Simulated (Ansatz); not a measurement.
Geometry optimisation, DFT PBE-D3(BJ), scalar-relativistic, plane waves, PAW in Ansatz 0.2.0.

Input file:

```yaml
crystal:
  lattice:
    - [6.46, 0.0, 0.0]
    - [-4.845, 8.391786, 0.0]
    - [0.0, 0.0, 5.14539]
  atoms:
    - { symbol: Zr, position: [0.0, 0.0, 0.0] }
    - { symbol: Zr, position: [0.1666667, 0.2222222, 0.5] }
    - { symbol: Zr, position: [0.0, 0.3333333, 0.0] }
    - { symbol: Zr, position: [0.1666667, 0.5555556, 0.5] }
    - { symbol: Zr, position: [0.0, 0.6666667, 0.0] }
    - { symbol: Zr, position: [0.1666667, 0.8888889, 0.5] }
    - { symbol: Zr, position: [0.5, 0.0, 0.0] }
    - { symbol: Zr, position: [0.6666667, 0.2222222, 0.5] }
    - { symbol: Zr, position: [0.5, 0.3333333, 0.0] }
    - { symbol: Zr, position: [0.6666667, 0.5555556, 0.5] }
    - { symbol: Zr, position: [0.5, 0.6666667, 0.0] }
    - { symbol: Zr, position: [0.6666667, 0.8888889, 0.5] }
    - { symbol: Na, position: [0.1539972, 0.5469351, 0.8805687] }
basis:
  ecutwfc: 420.0
kpoints:
  mp_grid: { grid: [4, 3, 4] }
hamiltonian:
  xc: pbe
  dispersion: d3bj
scf:
  occupations: { method: gaussian, width: 0.05 }
  lower_state_search: "off"
relax:
  f_tol: 0.03
  max_steps: 60
  adjacent_minimum: "off"
output:
  write_density: true
  write_potential: true
  elf: true
  volumetric_format: npy
```

Run as:

```bash
$ ansatz run input.yaml --threads 4 --pin off --max-ram 10240MiB --backend cpu --events-out ev --progress --plain --runs-dir out
```

Where does it end, and by what steps?

The run converged. Limits of this set-up: coarse k mesh. After 11 steps the energy has fallen by 10.111 eV; Na13 moved furthest, 1.01 Å. The start is strongly strained (largest force component 10 eV/Å).

```csv
step,energy less start (eV),largest force component (eV/Å),accepted
0,0.0000,10.338,yes
1,-5.0928,5.538,yes
2,-7.4749,2.554,yes
3,-8.5034,1.146,yes
4,-8.9930,0.586,yes
5,-9.2927,0.528,yes
6,-9.6164,0.554,yes
7,-9.9343,0.427,yes
8,-10.0978,0.125,yes
9,-10.1100,0.056,yes
10,-10.1103,0.043,yes
11,-10.1110,0.008,yes
```

```xyz
13
Lattice="6.4600 0.0000 0.0000 -4.8450 8.3918 0.0000 0.0000 0.0000 5.1454" Properties=species:S:1:pos:R:3
Zr 0.104 0.135 0.115
Zr 0.184 1.861 2.887
Zr -1.689 2.292 0.866
Zr -1.549 5.300 1.810
Zr -3.421 5.732 -0.211
Zr -3.341 7.458 2.560
Zr 3.163 -0.176 0.140
Zr 3.005 1.751 2.946
Zr 1.582 2.896 0.223
Zr 1.642 4.695 2.453
Zr 0.219 5.839 -0.269
Zr 0.064 7.766 2.536
Na -1.618 3.797 3.912
```

Time of the run: 3.8 min on 4 threads of Arm Neoverse V1 (shared host), peak memory 1.3 GiB.
